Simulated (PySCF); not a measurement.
**Electronic structure of V²⁺ (vanadium, charge +2) at the UHF level**

Configuration: [Ar] 3d3, high-spin 4F determinant. All numbers are calculated (PySCF 2.14, the non-relativistic Hamiltonian (point nucleus), in aug-cc-pwCVTZ (10s9p7d4f3g, 127 functions)).

```json
{
 "Total energy": "-942.187629 hartree",
 "One-electron energy": "-1280.8244 hartree",
 "Hartree (Coulomb) energy": "382.6247 hartree",
 "Exchange energy": "-43.9879 hartree",
 "Kinetic energy": "942.19312 hartree",
 "⟨S²⟩": "3.7526",
 "⟨L²⟩": "12.035",
 "Sum of ⟨r⟩": "14.25 bohr",
 "Sum of ⟨r²⟩": "16.32 bohr²",
 "Density at the nucleus (Gaussians lack the cusp)": "8110 bohr⁻³",
 "Spin density at the nucleus": "-0.547 bohr⁻³",
 "Langevin diamagnetic susceptibility": "-12.9 ×10⁻⁶ cm³/mol"
}
```

| shell | electrons | mean orbital energy (hartree) | rms radius, mean of both spins (bohr) |
| --- | --- | --- | --- |
| 1s β | 1 | -202.11278 | 0.0776 |
| 1s α | 1 | -202.11102 | 0.0776 |
| 2s α | 1 | -24.50340 | 0.335 |
| 2s β | 1 | -24.44165 | 0.335 |
| 2p α | 3 | -20.65452 | 0.304 |
| 2p β | 3 | -20.59368 | 0.304 |
| 3s α | 1 | -3.88508 | 1.03 |
| 3s β | 1 | -3.66827 | 1.03 |
| 3p α | 3 | -2.75390 | 1.11 |
| 3p β | 3 | -2.48714 | 1.11 |
| 3d α | 3 | -1.12029 | 1.42 |

Spin-orbit constants ζ (cm⁻¹) from the X2C one-electron operator on these orbitals (non-relativistic here): bare nucleus, nucleus screened by l(l+1)(2l+1)/3 electrons, and screened by the Breit-Pauli mean field of the electrons.

| shell | bare | screened nucleus | mean field |
| --- | --- | --- | --- |
| 2p | 39460 | 36030 | n/a |
| 3p | 4410 | 4026 | n/a |
| 3d | 370.4 | 209.4 | n/a |

To first order the Landé constant is A = 69.79 cm⁻¹, so the lowest level has J = 3/2 and lies 0.0519 eV below the centre of the term. This holds in LS coupling only.
